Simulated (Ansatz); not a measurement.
Born–Oppenheimer molecular dynamics of C$_{2}$H$_{3}$BO (7 atoms, charge 0, multiplicity 1). It starts from a relaxed structure.

Method: UHF/def2-SVP in Ansatz.

* ensemble: NVT, Langevin thermostat
* time step: 2.5 fs
* steps asked: 40
* set temperature: 500 K
* friction: 0.001 /fs
* seed: 998291

First frame:

```xyz
7
Properties=species:S:1:pos:R:3
B -0.743 1.005 -0.754
C 0.080 0.440 0.216
C 0.439 -0.979 0.350
O 1.147 -1.416 1.196
H -1.436 1.502 -1.566
H 0.511 1.103 0.963
H 0.002 -1.655 -0.405
```

Task: What does the run give?

Result: The run went to its last step.

```
steps done                                               : 40
time covered                                             : 100 fs
mean temperature over the second half                    : 311 K
spread of the potential energy over the second half      : 8.3 meV per atom
mean potential energy of the second half above the start : 34.7 meV per atom
```

The mean temperature of the second half is 38 % below the set value. A step of 2.5 fs is long for free X–H stretches (periods near 10 fs) and can bias their spread and the temperature. A run of 0.1 ps of so small a system gives no equilibrium averages.

Task: What happens to the structure?

Result: The same pairs are bonded in the first frame and the last. Pairs count as bonded within 1.25 times the sum of covalent radii (0.12 Å more for H–H). Another seed would give other details.

Task: How do temperature and energy run in time?

Result: 
| time (fs) | T (K) | potential energy less start (eV) |
| --- | --- | --- |
| 0.0 | 429 | 0.000 |
| 5.0 | 252 | 0.226 |
| 10.0 | 294 | 0.184 |
| 15.0 | 283 | 0.193 |
| 20.0 | 269 | 0.236 |
| 25.0 | 298 | 0.172 |
| 30.0 | 220 | 0.289 |
| 35.0 | 177 | 0.323 |
| 40.0 | 268 | 0.259 |
| 45.0 | 257 | 0.257 |
| 50.0 | 246 | 0.288 |
| 55.0 | 185 | 0.361 |
| 60.0 | 266 | 0.242 |
| 65.0 | 281 | 0.240 |
| 70.0 | 256 | 0.249 |
| 75.0 | 328 | 0.211 |
| 80.0 | 283 | 0.272 |
| 85.0 | 306 | 0.245 |
| 90.0 | 484 | 0.128 |
| 95.0 | 318 | 0.321 |
| 100.0 | 395 | 0.242 |

The run took 40 s on 1 thread of Intel(R) Xeon(R) 6975P-C (Granite Rapids), on a shared host, peak memory 0.15 GiB.
